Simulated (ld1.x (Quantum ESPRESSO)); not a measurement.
Values are calculated unless marked as measured or tabulated.
# Potentials for titanium compared

Generated with ld1.x 7.5 (TM, RRKJ, ultrasoft, PAW), atompaw 4.2 or ONCVPSP 4.0.1. The cutoff is in Ry: for ld1.x and atompaw files where the sum of valence levels is converged to 10 mRy in a Bessel basis, for ONCV files where the hardest occupied wave has 1 mHa per electron of residual kinetic energy. The error is the largest all-electron minus pseudo excitation energy over each file’s own four to seven test configurations (ionisations up to +4, promotions, holes and added fractions of an electron), all of which were solved. The labels leave out finer settings (local radius, basis sizes, second energies), which also bear on the numbers. Spin-polarised tests are not counted. The rows are a selection from randomly drawn settings: files with unsolved tests, undetermined cutoffs or missed reference levels are left out.

A true bound ghost makes a file unfit for plane-wave use even where its test errors are small: the radial tests pick states by their node count and pass the ghost by.

| potential | cutoff (Ry) | largest error (meV) | bound ghosts |
| --- | --- | --- | --- |
| TM semilocal, PBEsol, scalar-relativistic, rc 2.15/3.60/1.15 (spd), local p, core correction no, reference 3d3 4s1 4p0 | 120 | -189 | none |
| ultrasoft, BLYP, scalar-relativistic, rc 3.15/2.90/2.50/2.85 (spdf), local smoothed, core correction no, reference 3d2 4s0 4p0 | 15 | +393 | none |
| TM, LDA (PZ), fully relativistic, rc 2.25/3.35/2.00 (spd), local smoothed, core correction yes, reference 3d2 4s1.75 4p0.25 | 50 | -437 | none |
| TM semilocal, PBE, scalar-relativistic, rc 3.10/0.95/2.55/2.65 (spdf), local p, core correction no, reference 3p6 3d2 4s2 4p0 | 80 | +1711 | none |

Question: Fill in the row for Ti: TM, PBE, scalar-relativistic, rc 2.15/2.75/2.30 (spd), local d, core correction no, reference 3d2 4s0.5 4p0.

Answer: cutoff 40 Ry, largest error +161 meV, bound ghosts: s, p.

Question: Fill in the row for Ti: TM semilocal, PBEsol, scalar-relativistic, rc 3.05/1.65/2.40 (spd), local p, core correction yes, reference 3p6 3d2 4s2 4p0.

Answer: cutoff 45 Ry, largest error +1186 meV, bound ghosts: none.

Question: Fill in the row for Ti: TM, PBE, scalar-relativistic, rc 2.80/1.25/1.85 (spd), local d, core correction yes, reference 3p6 3d2 4s1 4p0.

Answer: cutoff 70 Ry, largest error +281 meV, bound ghosts: s.
